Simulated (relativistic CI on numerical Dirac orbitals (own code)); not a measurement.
## Cu10+: q coefficients and field-shift factors

These numbers are calculated, not measured: Dirac-Coulomb-Breit CI, orbitals from a KLI potential per configuration, derivatives by finite differences, unscaled Slater integrals, QED left out (own radial code, finite nucleus).

Configuration list (outside the closed core [Ne]): 3s²3p⁶3d, 3s²3p⁵3d², 3s3p⁶3d², 3s²3p⁶4s, 3s²3p⁶4p, 3s²3p⁶4d, 3p⁶3d³, 3p⁵3d⁴. Double excitations out of closed p, d and f shells are left out; levels of such configurations are missing from the list, as are those of other unlisted configurations, and high levels can miss mixing partners.

With x = (α/α₀)² − 1 an excitation energy changes as ω = ω₀ + qx; K = 2q/ω₀ is the relative enhancement. Terms are leading LS components, so labels can repeat. The field-shift factor is F = δν/δ⟨r²⟩ for the transition from the lowest level.

Lowest level 3s²3p⁶3d ²D3/2.

| Level | ω₀ (cm⁻¹) | q (cm⁻¹) | F (GHz/fm²) |
| --- | --- | --- | --- |
| 3s²3p⁶3d ²D5/2 | 3972 | 3934 | 0.0168 |
| 3s²3p⁵3d² ⁴D°1/2 | 482102 | 6950 | 0.554 |
| 3s²3p⁵3d² ⁴D°3/2 | 483820 | 8365 | 0.557 |
| 3s²3p⁵3d² ⁴D°5/2 | 486693 | 10730 | 0.561 |
| 3s²3p⁵3d² ⁴D°7/2 | 490901 | 14420 | 0.562 |
| 3s²3p⁵3d² ⁴G°11/2 | 510541 | 8650 | 0.609 |
| 3s²3p⁵3d² ⁴G°9/2 | 512486 | 8353 | 0.593 |
| 3s²3p⁵3d² ⁴G°7/2 | 515516 | 9691 | 0.574 |
| 3s²3p⁵3d² ⁴P°5/2 | 517610 | 9103 | 0.597 |
| 3s²3p⁵3d² ⁴G°5/2 | 519032 | 11060 | 0.57 |
| 3s²3p⁵3d² ⁴P°3/2 | 522937 | 13540 | 0.58 |
| 3s²3p⁵3d² ⁴P°1/2 | 527283 | 18090 | 0.566 |
| 3s²3p⁵3d² ⁴F°3/2 | 529718 | 8063 | 0.587 |

At this charge energies of transitions that change n are usually good to better than 1 %, and those within a shell (Δn = 0) to a few per cent.

(1) Which transition from the lowest level has the largest |K|?

## Answers

(1) 3s²3p⁶3d ²D5/2 at 3972 cm⁻¹, K = 1.98.
